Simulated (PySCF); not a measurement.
Sn(H)(OH) (H2OSn), SMILES [OH][SnH] (connectivity only; charge and spin as stated), neutral, multiplicity 1. Heavy atoms are numbered as in [SnH:1][OH:3]. Hydrogens are named by the atom that carries them.

Coordinates come from a B3LYP-D3(BJ)/def2-TZVP optimisation. The def2 effective core potentials stand for the cores of Sn; spin–orbit coupling is left out.

All values below come from r2SCAN/def2-TZVPD in PySCF.

Mulliken values depend strongly on the basis, most of all with diffuse functions as here. ESP charges are fitted to the potential on shells at 1.4 to 2.0 van der Waals radii. Atomic charges (e), one atom of each kind:

```json
[
 {"atom": "Sn1 (SnH)", "ESP fit": "(withheld)", "Mulliken": "0.50"},
 {"atom": "H on Sn1", "ESP fit": "(withheld)", "Mulliken": "-0.15"},
 {"atom": "O3 (OH)", "ESP fit": "(withheld)", "Mulliken": "-0.68"},
 {"atom": "H on O3", "ESP fit": "(withheld)", "Mulliken": "0.32"}
]
```

### Question
What belongs in the gaps? (An estimate is asked for; the answer gives what the named calculation found.)

### Answer

- Sn1 (SnH), ESP fit: 0.38
- H on Sn1, ESP fit: -0.16
- O3 (OH), ESP fit: -0.60
- H on O3, ESP fit: 0.38
